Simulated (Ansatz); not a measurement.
Reactions of `[F][Sb]([SiH3])[SiH3]`.

Computed with Ansatz on PBE0-D4/def2-TZVP structures; ΔE is electronic, products minus reactants. CBS: MP2 limit from def2 TZ/QZ plus the TZ coupled-cluster correction, frozen cores. This one scheme is used for every species. No spin–orbit coupling; open shells (•) take unrestricted orbitals. Elements past krypton have def2 core potentials. For Sb outer-core shells are correlated without core-valence functions, which leaves a few kJ/mol of doubt a bond. One conformer a species, not always the lowest.

Q: Order these by ΔE at CCSD(T)/CBS, lowest first. (An estimate is asked.)
A. `[F][Sb]([SiH3])[SiH3]` → `[F][Sb][SiH3]`• + `[SiH3]`•
B. `[F][Sb]([SiH3])[SiH3]` + `OB(O[SiH3])O[SiH3]` → `[SiH3]OB(O[SiH3])O[SiH3]` + `[F][SbH][SiH3]`
C. `[F][Sb]([SiH3])[SiH3]` → `[F][SbH][SiH3]` + `[SiH2]`
D. `[F][Sb]([SiH3])[SiH3]` + H₂ → `[F][SbH][SiH3]` + SiH₄
E. `[F][Sb]([SiH3])[SiH3]` + HCl → `[F][Sb]([SiH3])[Cl]` + SiH₄
F. `[F][Sb]([SiH3])[SiH3]` + `OBN[SiH3]` → `OBN([SiH3])[SiH3]` + `[F][SbH][SiH3]`

A: B (-65.6 kJ/mol), E (-48.1 kJ/mol), F (-11.7 kJ/mol), D (+17.1 kJ/mol), A (+255.1 kJ/mol), C (+273.1 kJ/mol).

Largest T1 diagnostic: 0.016, for `[F][Sb][SiH3]`•.
